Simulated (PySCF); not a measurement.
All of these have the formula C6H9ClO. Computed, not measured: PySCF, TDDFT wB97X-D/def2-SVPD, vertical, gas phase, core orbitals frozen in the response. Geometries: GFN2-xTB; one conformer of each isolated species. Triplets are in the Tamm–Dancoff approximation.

A. `O1[C@]2([C@@H]1CCC2)CCl`
B. `Cl[C@H]1C[C@H]2[C@](C2)(C1)O`
C. `C=C[C@@H](CC)C(=O)Cl`

Lowest singlet levels (six at most, fewer where fewer were computed) with oscillator strengths:

1. 247 nm (f 0.008); 191 nm (f 0.072); 184 nm (f 0.028); 176 nm (f 0.014); 161 nm (f 0.309); 159 nm (f 0.061); T1 4.41 eV
2. 171 nm (f 0.008); 168 nm (f 0.002); 167 nm (f 0.002); 160 nm (f 0.028); 155 nm (f 0.007); 152 nm (f 0.000); T1 6.76 eV
3. 171 nm (f 0.024); 167 nm (f 0.003); 158 nm (f 0.031); 152 nm (f 0.037); 150 nm (f 0.026); 145 nm (f 0.024); T1 6.69 eV

Question: Match each spectrum to its molecule.

Answer: 1 = C, 2 = B, 3 = A.
- A: S1 at 7.26 eV, HOMO→LUMO (63%), HOMO-3→LUMO (19%); Löwdin shares by element: HOMO oxygen 45%, carbon 22% or more, chlorine 11% (atoms not listed hold the other 22%); LUMO chlorine 53%, carbon 20% or more, oxygen 8%, hydrogen 5% or more; HOMO -9.68 and LUMO 2.09 eV.
- B: S1 at 7.25 eV, HOMO→LUMO (75%), HOMO→LUMO+1 (9%); Löwdin shares by element: HOMO carbon 40% or more, oxygen 27%, chlorine 9% (atoms not listed hold the other 25%); LUMO oxygen 22%, hydrogen 21% or more, carbon 11% or more (atoms not listed hold the other 46%); HOMO -9.58 and LUMO 2.08 eV.
- C: S1 at 5.03 eV, HOMO→LUMO (47%), HOMO-1→LUMO (41%); Löwdin shares by element: HOMO carbon 61% or more, oxygen 15% (atoms not listed hold the other 24%); LUMO carbon 41% or more, oxygen 27%, chlorine 10% (atoms not listed hold the other 22%); HOMO -9.80 and LUMO 0.53 eV.
A and B have S1 within 0.01 eV of each other; their strongest listed levels stand at 8.15 eV (f 0.037) and 7.77 eV (f 0.028).
